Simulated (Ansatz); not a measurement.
Start from `N/C=N/BF` and change one atom or group (the configuration at the double bond changes too) to get `B/C=N\BF`.

Ansatz, PBE0-D4/def2-TZVP geometries, multiplicity 1. Each molecule was computed in one conformer, which needn't be the lowest.

```tsv
property	`N/C=N/BF`
ideal-gas entropy at 298 K and 1 bar (rigid rotor, harmonic PBE0-D4/def2-TZVP) / J/(mol·K)	311
LUMO energy (PBE0/def2-TZVPP) / eV	-0.62
HOMO–LUMO gap (ωB97M-V/def2-TZVPP) / eV	11.23
zero-point energy (PBE0-D4/def2-TZVP) / kJ/mol	169.1
HOMO energy (ωB97M-V/def2-TZVPP) / eV	-9.73
HOMO energy (B3LYP/def2-TZVPP) / eV	-7.14
```

Task: Give the same properties after the change, and the shifts. (Best estimate.)

Result: Ansatz gave: 
| property | `B/C=N\BF` | shift |
| --- | --- | --- |
| ideal-gas entropy at 298 K and 1 bar (rigid rotor, harmonic PBE0-D4/def2-TZVP) / J/(mol·K) | 320 | 9 |
| LUMO energy (PBE0/def2-TZVPP) / eV | -1.60 | -0.98 |
| HOMO–LUMO gap (ωB97M-V/def2-TZVPP) / eV | 10.91 | -0.32 |
| zero-point energy (PBE0-D4/def2-TZVP) / kJ/mol | 150.4 | -18.7 |
| HOMO energy (ωB97M-V/def2-TZVPP) / eV | -10.28 | -0.55 |
| HOMO energy (B3LYP/def2-TZVPP) / eV | -7.85 | -0.71 |

With PBE0 the HOMO falls by 0.71 eV and the LUMO falls by 0.98 eV, so the gap narrows by about 0.27 eV. PBE moves the HOMO by -0.96 eV and ωB97M-V by -0.55 eV.

B3LYP here is the variant with VWN-RPA as its local correlation; programs differ in this.
